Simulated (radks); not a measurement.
Spherical quantum dot in the effective-mass picture: electrons in a hard-walled sphere of radius 1.65, with a point charge +2 (a donor) at the centre, all in effective atomic units (hartree* = m*/eps^2 hartree, bohr* = eps/m* bohr), one dielectric constant everywhere. Method: non-relativistic Kohn-Sham, PBE, spin-polarised, spherical densities; computed with a radial shooting solver with Libxc functionals. Levels are named by radial order and angular momentum (1s, 1p, 1d, 2s, ...), and open shells are averaged over m.

N = 7, configuration 1s2 1p(up 3, down 2). This is the lowest configuration that the search found. Occupied and some empty levels:

level    occupation  eigenvalue (hartree*)  <r> (bohr*)
1s up             1                 4.8044       0.7311
1s down           1                 4.8596       0.7272
1p up             3                 7.1133       0.9819
1p down           2                 7.1878       0.9815
2s up             0                 9.3168       0.8156
2s down           0                 9.3600       0.8179
1d up             0                 9.4758        1.078
1d down           0                 9.5521        1.079
1f up             0                 12.288        1.141
1f down           0                 12.363        1.141

Energy (hartree*): total 22.9408, kinetic 22.834, external -18.697, Hartree 24.013, exchange-correlation -5.2086.

Electron density:

r (bohr*)  n(r) (e/bohr*^3)
0.0796                2.874
0.162                 2.178
0.245                 1.737
0.327                 1.463
0.410                 1.294
0.492                 1.188
0.575                 1.114
0.658                 1.052
0.740                0.9886
0.823                0.9132
0.905                0.8216
0.988                0.7130
1.07                 0.5909
1.15                 0.4602
1.24                 0.3313
1.32                 0.2160
1.40                 0.1205
1.48                0.05257
1.57                0.01259
1.65             0.00003257
